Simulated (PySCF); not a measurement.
Species: C₅H₁₆OSi₂.
SMILES with atom numbers: `[CH3:1][CH2:2][CH2:3][Si:4]([CH3:5])([CH3:6])[O:7][SiH3:8]` (hydrogens: H9, H10, H11 on C1; H12, H13 on C2; H14, H15 on C3; H16, H17, H18 on C5; H19, H20, H21 on C6; H22, H23, H24 on Si8)

Structure used (PBE0-D3(BJ)/def2-SVP), in Å, numbered top down from 1:
```xyz
24
C5H16OSi2 angstrom
C      3.2926    0.2203   -0.3969
C      1.9513   -0.4983   -0.3977
C      0.7601    0.4332   -0.1725
Si    -0.9277   -0.4025   -0.1745
C     -1.0774   -1.6301    1.2304
C     -1.2677   -1.2293   -1.8187
O     -2.0960    0.7785    0.0499
Si    -2.3399    2.3790    0.3651
H      3.3310    0.9883   -1.1862
H      4.1291   -0.4755   -0.5655
H      3.4688    0.7293    0.5644
H      1.9592   -1.2823    0.3801
H      1.8261   -1.0336   -1.3554
H      0.7483    1.2212   -0.9486
H      0.8769    0.9644    0.7906
H     -2.0863   -2.0706    1.2537
H     -0.8965   -1.1438    2.2016
H     -0.3520   -2.4518    1.1199
H     -1.1892   -0.5055   -2.6450
H     -0.5523   -2.0446   -2.0109
H     -2.2818   -1.6574   -1.8378
H     -1.8402    2.7404    1.7287
H     -1.6290    3.2375   -0.6343
H     -3.8016    2.6659    0.2944
```

The closed-shell ground state was solved at several levels (PySCF, density fitting, gas phase, non-relativistic).

```
             level  basis functions  total energy (Eh)  HOMO (eV)  LUMO (eV)  gap (eV)  dipole (D)
    PBE0/def2-SVPD              299          -853.5484      -7.85       0.23      8.08        1.18
CAM-B3LYP/pcSseg-1              230          -854.3070      -9.25       1.50     10.75        1.08
```

(1) Estimate the row for PBE0/pcSseg-1, a basis of 230 functions; the other rows only guide the guess.

(2) Over all these levels, which gives the widest orbital gap and which the narrowest?

(3) How far do the dipole and the HOMO energy spread over the levels?

## Answers

(1) Total energy -853.8577 Eh, HOMO -7.88 eV, LUMO 0.52 eV, gap 8.40 eV, dipole 1.11 D.

(2) CAM-B3LYP/pcSseg-1 (range-separated hybrid) has the widest, 10.75 eV, and PBE0/def2-SVPD (global hybrid, 25 % exact exchange) the narrowest, 8.08 eV. Functional and basis both differ between the two, so the spread mixes both effects.

(3) The dipole runs from 1.08 to 1.18 D (mean 1.13 D) and the HOMO from -9.25 to -7.85 eV.

One conformer stands for the species.
